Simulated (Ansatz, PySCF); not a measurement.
The pair A = HF (SMILES F) (first 2 atoms), B = C4H6 (SMILES C=CC=C); geometry from B3LYP-D3(BJ)/def2-TZVP.
(charge 0, multiplicity 1):
```xyz
12

F      0.536     0.020     0.248
H      0.655     0.250     1.148
C      1.099     1.300     3.000
C      0.652     0.108     3.414
C     -0.741    -0.194     3.694
C     -1.169    -1.388     4.104
H      0.425     2.137     2.859
H      2.150     1.478     2.817
H      1.359    -0.705     3.556
H     -1.452     0.615     3.553
H     -2.214    -1.579     4.305
H     -0.482    -2.214     4.248
```

Frozen-core correlation.

Codes used: Ansatz (Gaussian orbitals); PySCF for the dispersion terms. 

The monomers are drawn apart, rigid, along the line of their centres of mass. Counterpoise-corrected interaction energies (kcal/mol):

```csv
level,R = 4.182 Å,R = 5.053 Å
PBE/def2-TZVPPD,-2.5377,-0.9740
PBE-D3(BJ)/def2-TZVPPD,-3.0053,-1.1620
wB97M-V/def2-TZVPPD,-2.6832,-1.0595
CCSD(T)/aug-cc-pVDZ,-2.4008,-0.9943
```

R is the distance of the centres of mass. Find the local exponent m of E ∝ R⁻ᵐ between the two points.


m = ln(E₁/E₂)/ln(R₂/R₁): PBE/def2-TZVPPD 5.1; PBE-D3(BJ)/def2-TZVPPD 5.0; wB97M-V/def2-TZVPPD 4.9; CCSD(T)/aug-cc-pVDZ 4.7. For scale, two fixed dipoles give m = 3, dipole and quadrupole 4, quadrupoles 5, and dispersion or dipole-induced dipole 6 at long range; at these distances several terms mix, and what is left of overlap and damping shifts m, so it need not match one of them.

Ansatz is a first-principles code.
